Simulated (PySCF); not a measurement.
Compound: C4H15NSi2.
Numbering: `[CH3:1][C:2]([CH3:3])([CH3:4])[SiH2:5][SiH2:6][NH2:7]` (hydrogens: H8, H9, H10 on C1; H11, H12, H13 on C3; H14, H15, H16 on C4; H17, H18 on Si5; H19, H20 on Si6; H21, H22 on N7)

Level: B3LYP/def2-SVPD in PySCF, non-relativistic, on one gas-phase PBE0-D3(BJ)/def2-SVP geometry that isn't relaxed in the solvent. The solvent is an IEF-PCM continuum (van der Waals radii × 1.2), and excitations are vertical TDDFT with non-equilibrium linear response and a frozen core. Only the electrostatic response of the medium enters.

Gas-phase singlets (H = HOMO, L = LUMO):

| state | E (eV) | λ (nm) | f | leading configurations |
| --- | --- | --- | --- | --- |
| S1 | 5.574 | 222 | 0.005 | H→L 96% |
| S2 | 6.367 | 195 | 0.018 | H-1→L 87% |
| S3 | 6.437 | 193 | 0.008 | H→L+1 90% |
| S4 | 6.735 | 184 | 0.034 | H→L+2 86% |
| S5 | 6.776 | 183 | 0.018 | H-2→L 86% |

Task: What are the lowest 5 singlets in acetone (ε = 20.49)?

Result: 
| state | E (eV) | λ (nm) | f | leading configurations | change by rank (eV) |
| --- | --- | --- | --- | --- | --- |
| S1 | 5.653 | 219 | 0.005 | H→L 95% | +0.079 |
| S2 | 6.392 | 194 | 0.026 | H-1→L 88% | +0.025 |
| S3 | 6.460 | 192 | 0.010 | H→L+1 91% | +0.023 |
| S4 | 6.721 | 184 | 0.057 | H→L+2 88% | -0.014 |
| S5 | 6.812 | 182 | 0.028 | H-2→L 85% | +0.036 |

Task: The ground-state energy changes by -0.143 eV from gas to acetone. By how much does the total energy of gas-phase S1 change?

Result: E(S1) = E(S0) + excitation energy, so it changes by -0.143 + 0.079 = -0.064 eV: it is lowered less than the ground state, which is what a blue shift means. This is the vertical state, with the slow part of the continuum still set for S0.

Task: How do the frontier levels move from gas to acetone?

Result: 
```tsv
orbital	gas (eV)	solvent (eV)	change (eV)
LUMO+2	0.60	0.66	+0.06
LUMO+1	0.26	0.39	+0.13
LUMO	-0.37	-0.22	+0.15
HOMO	-6.98	-6.90	+0.08
HOMO-1	-7.56	-7.46	+0.10
HOMO-2	-8.02	-7.95	+0.07
HOMO-3	-8.93	-8.87	+0.06
```

The HOMO–LUMO gap goes from 6.61 to 6.69 eV.

Conformer computed: `[CH3:1][C:2]([CH3:3])([CH3:4])[SiH2:5][SiH2:6][NH2:7]`: C1–C2–Si5–Si6 -64°, C2–Si5–Si6–N7 166°, H–N7–Si6–Si5 172°, H–N7–Si6–Si5 -50°.
